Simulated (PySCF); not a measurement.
**Peak assignment**

Molfile (atoms numbered from 1):
```
C7H6ClOP
     RDKit          3D

 16 16  0  0  0  0  0  0  0  0999 V2000
   -0.5269   -0.1232    0.0245 C   0  0  0  0  0  0  0  0  0  0  0  0
    0.8971   -0.5485    0.2745 C   0  0  0  0  0  0  0  0  0  0  0  0
    1.1673   -1.9051    0.4638 C   0  0  0  0  0  0  0  0  0  0  0  0
    2.6927   -2.6684    0.7645 P   0  0  0  0  0  0  0  0  0  0  0  0
    3.7237   -1.2557    0.7541 C   0  0  0  0  0  0  0  0  0  0  0  0
    5.4195   -1.5172    1.0236 Cl  0  0  0  0  0  0  0  0  0  0  0  0
    3.2852    0.0410    0.5475 C   0  0  0  0  0  0  0  0  0  0  0  0
    1.9481    0.3926    0.3185 C   0  0  0  0  0  0  0  0  0  0  0  0
    1.6916    1.8430    0.1188 C   0  0  0  0  0  0  0  0  0  0  0  0
    2.5536    2.6865    0.1381 O   0  0  0  0  0  0  0  0  0  0  0  0
   -0.6396    0.3839   -0.9460 H   0  0  0  0  0  0  0  0  0  0  0  0
   -0.8901    0.5686    0.8001 H   0  0  0  0  0  0  0  0  0  0  0  0
   -1.1923   -0.9962    0.0213 H   0  0  0  0  0  0  0  0  0  0  0  0
    0.3153   -2.5935    0.4189 H   0  0  0  0  0  0  0  0  0  0  0  0
    4.0070    0.8639    0.5581 H   0  0  0  0  0  0  0  0  0  0  0  0
    0.6288    2.1313   -0.0545 H   0  0  0  0  0  0  0  0  0  0  0  0
  1  2  1  0
  2  3  1  0
  3  4  2  0
  4  5  1  0
  5  6  1  0
  5  7  2  0
  7  8  1  0
  8  9  1  0
  9 10  2  0
  8  2  2  0
  1 11  1  0
  1 12  1  0
  1 13  1  0
  3 14  1  0
  7 15  1  0
  9 16  1  0
M  END
```

Theoretical values (PySCF 2.14): σ from GIAO-KT3/pcSseg-1, PBE0-D3(BJ)/def2-SVP geometry. In vacuum, fast rotation and ring inversion assumed for equivalent nuclei, no relativistic terms, a single conformation.

Scale: $^{13}$C and $^{1}$H against TMS (reference shieldings calculated alike).

Q: Assign these signals to the numbered atoms. $^{13}$C{$^{1}$H} NMR (computed): δ 175.5, 168.7, 153.9, 133.3, 126.1, 125.6, 23.5.

A: 
| δ (ppm) | atoms | environment | reason |
| --- | --- | --- | --- |
| 175.5 | C9 | aldehyde carbonyl carbon | low-lying n→π* states of the double bond to the heteroatom give a large paramagnetic term (-243 ppm) |
| 168.7 | C5 | aromatic carbon bearing chlorine | – |
| 153.9 | C3 | aromatic CH | – |
| 133.3 | C2 | substituted aromatic carbon | – |
| 126.1 | C8 | substituted aromatic carbon | – |
| 125.6 | C7 | aromatic CH | – |
| 23.5 | C1 | methyl carbon on an aromatic ring | a saturated carbon with 1 carbon neighbour and no heteroatom attached |

C8 and C7 lie closer than the usual error of such a calculation, so a measured spectrum could show them in the other order.

Q: Assign these signals to the numbered atoms. $^{1}$H NMR (400 MHz, computed): δ 10.23 (s, 1H), 8.21 (m, 1H), 8.20 (m, 1H), 2.69 (s, 3H).

A: 
| δ (ppm) | atoms | environment | reason |
| --- | --- | --- | --- |
| 10.23 | H16 | hydrogen on an aldehyde carbonyl carbon | the formyl region, downfield of aromatic protons |
| 8.21 | H14 | hydrogen on an aromatic CH | the ring current deshields protons in the ring plane |
| 8.20 | H15 | hydrogen on an aromatic CH | – |
| 2.69 | H11/H12/H13 | hydrogen on a methyl carbon on an aromatic ring | benzylic-type position, deshielded by the ring |

H14 and H15 lie closer than the usual error of such a calculation, so a measured spectrum could show them in the other order.

Carbons that carry Cl, above all several Cl atoms, come out too deshielded, partly because spin–orbit coupling is missing. Splittings by $^{31}$P in the carbon and heteronuclear signals aren't shown, as no couplings were computed. Shifts are as computed, not scaled to solution data. Of 1313 compounds with measured shifts, 239 miss one by over three times the rms of a fit or turn the order of signals round; such compounds aren't used in these exercises. No couplings were computed; multiplicities are counted from neighbouring protons, with m where these are inequivalent, close in shift, in a saturated or five-membered ring or joined by F or P, and br s for small geminal =CH2 splittings.
